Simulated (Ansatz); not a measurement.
Geometry optimisation, Ansatz 0.2.0, RKS PBE/6-31G*.

Input:

```yaml
crystal:
  periodic: [false, false, false]
  atoms:
    - { symbol: B, position_ang: [0.0, 0.0, 0.0] }
    - { symbol: C, position_ang: [0.0, 0.0, 1.95] }
    - { symbol: H, position_ang: [-0.9996, -0.3092, 2.3205] }
    - { symbol: H, position_ang: [0.7676, -0.7111, 2.3205] }
    - { symbol: H, position_ang: [0.232, 1.0203, 2.3205] }
    - { symbol: H, position_ang: [1.0305, 0.0, -0.595] }
    - { symbol: H, position_ang: [-1.0305, 0.0, -0.595] }
    - { symbol: O, position_ang: [-0.219, -1.6079, 0.5392] }
    - { symbol: C, position_ang: [-0.7634, -2.6617, -0.2415] }
    - { symbol: H, position_ang: [-0.1565, -3.5801, -0.099] }
    - { symbol: H, position_ang: [-1.8088, -2.8567, 0.0767] }
    - { symbol: H, position_ang: [-0.7512, -2.3734, -1.3133] }
    - { symbol: H, position_ang: [-0.1495, -1.0979, 1.5797] }
basis:
  gaussian: { orbitals: "6-31G*" }
hamiltonian:
  xc: pbe
relax:
  f_tol: 0.15
  max_steps: 25
  restrain:
    - { distance: [0, 7], at: 2.61, k: 30.0 }
    - { distance: [12, 1], at: 2.31, k: 30.0 }
    - { distance: [0, 1], at: 1.6, k: 30.0 }
    - { distance: [12, 7], at: 1.01, k: 30.0 }
```

Command:

```bash
$ ansatz run input.yaml --threads 1 --pin off --max-ram 2048MiB --backend cpu --events-out ev --progress --plain --runs-dir out
```

Q: Where does it end, and by what steps?

A: The run converged. The restraints hold the end off the free minimum; the threshold counts their pulls, which the force column leaves out. Restrained pairs: B1–O8 (1.71 → 2.60 Å), C2–H13 (1.17 → 2.32 Å), B1–C2 (1.95 → 1.59 Å), O8–H13 (1.16 → 0.99 Å). After 9 steps the energy has fallen by 2.891 eV (the restraints' own energy left out); H13 moved furthest, 0.91 Å.

```csv
step,energy less start (eV),largest force component (eV/Å),accepted
0,0.0000,5.201,yes
1,-0.6631,2.957,yes
2,-0.4901,5.745,yes
3,-0.5732,4.992,yes
4,-1.3891,3.818,yes
5,-2.4969,1.640,yes
6,-2.7599,1.233,yes
7,-2.8315,0.936,yes
8,-2.8758,0.726,yes
9,-2.8906,0.680,yes
```

```xyz
13
Properties=species:S:1:pos:R:3
B 0.107 0.324 0.277
C -0.008 0.279 1.862
H -0.941 -0.151 2.271
H 0.865 -0.187 2.356
H 0.008 1.342 2.191
H 1.163 0.613 -0.237
H -0.879 0.283 -0.424
O 0.202 -2.269 0.394
C -0.847 -2.973 -0.278
H -0.684 -4.063 -0.196
H -1.843 -2.729 0.129
H -0.834 -2.692 -1.344
H -0.158 -1.955 1.263
```

Time of the run: 31 s on 1 thread of Arm Neoverse V1, on a shared host, peak memory 0.12 GiB.
